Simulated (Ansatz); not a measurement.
Mulliken charges of `[Cl][Ga]([Cl])[I]` from B3LYP/def2-TZVPP in Ansatz (PBE0-D4/def2-TZVP geometry).

| atom | x (Å) | y (Å) | z (Å) | charge (e) |
| --- | --- | --- | --- | --- |
| Cl1 | 1.465 | 0.325 | 1.552 | -0.212 |
| Ga2 | 0.046 | -0.065 | 0.026 | 0.555 |
| Cl3 | -0.333 | -2.086 | -0.491 | -0.212 |
| I4 | -1.122 | 1.766 | -1.107 | -0.132 |

Question: By hand: the dipole of these point charges (1 e Å = 4.8032 D).

Answer: Σ q r = (-0.066, 0.104, -0.064) e Å, of length 0.139 e Å = 0.67 D.

Question: How does the dipole of the full density compare? (Estimate.)

Answer: The calculation gave: (-0.098, 0.153, -0.095) e Å, 0.98 D; the point charges give 0.68 times that, at 0° from its direction.

Point charges leave out the atoms' own dipoles, such as those of lone pairs, and Mulliken's split depends on the basis, so the two needn't agree.

B3LYP here is the variant with VWN-RPA as its local correlation; programs differ in this.
